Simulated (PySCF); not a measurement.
A structure optimised at PBE0-D3(BJ)/def2-SVP (Å):
```
atom  x, y, z in Å
O1     0.220    2.250   -0.204
C2     0.162    1.048   -0.200
Ge3   -1.607    0.114   -0.484
Ge4    1.840   -0.045    0.086
H5    -2.714    1.159   -0.680
H6    -1.489   -0.799   -1.719
H7    -1.898   -0.769    0.745
H8     2.107   -0.873   -1.185
H9     1.609   -1.017    1.260
H10    3.014    0.898    0.378
```

Charge 0, singlet.

Question: Which heavy atoms are bonded, and with what formal order?

Answer: O1–C2 1.20 Å (double); C2–Ge3 2.02 Å (single); C2–Ge4 2.02 Å (single). Bonds to hydrogen (Å): Ge3–H5 1.53; Ge3–H6 1.54; Ge3–H7 1.54; Ge4–H8 1.54; Ge4–H9 1.54; Ge4–H10 1.53.

Question: Give the structure as a SMILES string.

Answer: `O=[C]([GeH3])[GeH3]`, CH6Ge2O.

Question: Classify the heavy atoms.

Answer: O1: carbonyl oxygen; C2: carbonyl carbon; Ge3/Ge4: germanium bonded to C and 3 H.

Question: What is the arrangement about Ge3?

Answer: It has 4 neighbours (C2, H5, H6, H7) and is tetrahedral (angles from 108.3° to 110.9°).

Question: What is the arrangement about C2?

Answer: It has 3 neighbours (O1, Ge3, Ge4) and is planar (angles 120.2°, 120.0° and 119.7°, sum 360.0°, 0.00 Å off the plane of its three neighbours).

The numbers are calculated, not measured.
